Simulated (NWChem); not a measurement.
# C$_{3}$H$_{9}$Ge, doublet; SMILES C[C](C)[GeH3]

```xyz
13

C      1.2740     1.6881    -0.0084
C      0.0002     0.9135     0.0519
C     -1.2751     1.6857    -0.0084
Ge     0.0003    -1.0168     0.0007
H      1.3972     2.1854    -0.9918
H      1.2842     2.5002     0.7429
H      2.1679     1.0679     0.1562
H     -1.4031     2.1760    -0.9947
H     -2.1674     1.0652     0.1638
H     -1.2838     2.5028     0.7376
H     -1.2482    -1.5608     0.7242
H     -0.0275    -1.5632    -1.4480
H      1.2754    -1.5587     0.6775
```
Atoms are numbered in this order, from 1.

Results from NWChem. Spin-unrestricted. All runs use the structure optimised with PBE0/def2-SVP, spin-unrestricted. No frequency run checked for a minimum. No stability test was run on the SCF state. Total energies compare along this basis series because the functional is fixed.

| level | basis functions | energy (Ha) | highest occupied level (eV) | lowest empty minus highest occupied level, either spin (eV) | dipole (D) |
|---|---|---|---|---|---|
| PBE0/def2-SVP | 119 | -2195.9167 | -5.61 | 4.22 | 1.06 |
| PBE0/def2-SVPD | 170 | -2195.9233 | -5.66 | 4.16 | 1.02 |
| PBE0/def2-TZVP | 195 | -2196.3029 | -5.65 | 4.17 | 1.04 |
